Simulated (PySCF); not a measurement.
Mg(Me) (CH₃Mg), SMILES [CH3][Mg], multiplicity 2. The structure is a stationary point at r2SCAN-D4/def2-TZVP. The multiplicity is an assumed one; other spin states were not compared. The isomer is the one that the SMILES or the coordinates give; other isomers of the formula were not compared.

Calculation: PySCF with r2SCAN-D4/def2-TZVP.

Harmonic wavenumbers (cm⁻¹): 491, 491, 497, 1082, 1433, 1433, 3007, 3099, 3099. Rotational constants (GHz): 159.8, 10.80, 10.80; symmetry number 3.

**Question.** Work out the zero-point energy and the ideal-gas rigid-rotor harmonic-oscillator thermochemistry at 298.15 K and 1 atm.

**Answer.** ZPE = ½ Σ hcν = ½ × 14634 cm⁻¹ = 20.92 kcal/mol. H − E(el) = 23.75 kcal/mol. Entropy in cal/(mol K): translation 36.94, rotation 18.20, vibration 2.12, spin 1.38, total 58.64. G − E(el) = 6.26 kcal/mol. Cp = 12.23 cal/(mol K).
